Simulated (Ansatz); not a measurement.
Ge₁₄H₂₄⁺, a nanocrystal cut from cubic germanium. Charge 1, multiplicity 2. Geometry r2SCAN-D4/def2-SVP, that of the neutral singlet; atoms count from 1.

```xyz
38

Ge    4.072    0.959   -1.867
Ge   -4.032    0.647   -1.871
Ge   -0.013    0.946   -1.805
Ge   -2.185    2.370    1.186
Ge    0.035   -0.842    1.855
Ge    4.121   -0.843    1.816
Ge   -3.985   -1.118    1.746
Ge    2.023   -0.121   -2.588
Ge    4.403    1.191    0.524
Ge   -1.931   -0.295   -2.636
Ge   -4.069    0.984    0.534
Ge    2.075   -2.095    1.451
Ge   -1.878   -2.280    1.430
Ge   -0.112    1.239    0.607
H     5.265    0.162   -2.435
H     4.119    2.367   -2.498
H    -5.206   -0.260   -2.295
H    -4.226    2.016   -2.555
H    -0.070    2.364   -2.422
H    -2.254    3.731    0.464
H    -2.224    2.635    2.705
H     0.007   -0.457    3.354
H     5.316   -1.769    1.508
H     4.197   -0.477    3.313
H    -5.159   -2.022    1.317
H    -4.150   -0.817    3.250
H     2.000   -0.112   -4.131
H     2.021   -1.593   -2.139
H     5.855    1.668    0.739
H     3.475    2.289    1.074
H    -1.895   -0.283   -4.179
H    -1.818   -1.763   -2.181
H    -5.385    1.708    0.904
H     2.048   -2.645    0.013
H     2.085   -3.307    2.405
H    -1.790   -2.824   -0.008
H    -1.810   -3.487    2.389
H     1.073    2.137    1.029
```

Single mean-field runs in def2-TZVP are fitted with def2-universal-jkfit.

Question: Estimate the Mulliken populations of the heavy atoms from the PBE0/def2-TZVP orbitals of Ansatz.

Answer: 
| atom | charge (e) | spin (α − β) |
| --- | --- | --- |
| Ge1 | -0.01 | 0.04 |
| Ge2 | 0.02 | 0.04 |
| Ge3 | -0.09 | 0.09 |
| Ge4 | 0.08 | 0.10 |
| Ge5 | -0.09 | 0.09 |
| Ge6 | -0.01 | 0.04 |
| Ge7 | 0.02 | 0.04 |
| Ge8 | -0.04 | 0.12 |
| Ge9 | -0.13 | 0.00 |
| Ge10 | -0.05 | 0.06 |
| Ge11 | -0.20 | 0.01 |
| Ge12 | -0.04 | 0.12 |
| Ge13 | -0.05 | 0.06 |
| Ge14 | -0.18 | 0.06 |
Mulliken values depend strongly on the basis.

Question: Where does the spin sit?

Answer: Summed by element: Ge 0.87, H 0.13, of 1 unpaired in all. Largest on single atoms: Ge12 0.12, Ge8 0.12, Ge4 0.10.

Question: And the Mayer bond orders between heavy atoms (over 0.3)?

Answer: Ge1–Ge8 0.80 (2.43 Å); Ge1–Ge9 0.86 (2.43 Å); Ge2–Ge10 0.80 (2.43 Å); Ge2–Ge11 0.87 (2.43 Å); Ge3–Ge8 0.75 (2.43 Å); Ge3–Ge10 0.81 (2.43 Å); Ge3–Ge14 0.86 (2.43 Å); Ge4–Ge11 0.83 (2.43 Å); Ge4–Ge14 0.74 (2.43 Å); Ge5–Ge12 0.75 (2.43 Å); Ge5–Ge13 0.81 (2.43 Å); Ge5–Ge14 0.86 (2.43 Å); Ge6–Ge9 0.86 (2.43 Å); Ge6–Ge12 0.80 (2.43 Å); Ge7–Ge11 0.87 (2.43 Å); Ge7–Ge13 0.80 (2.43 Å).
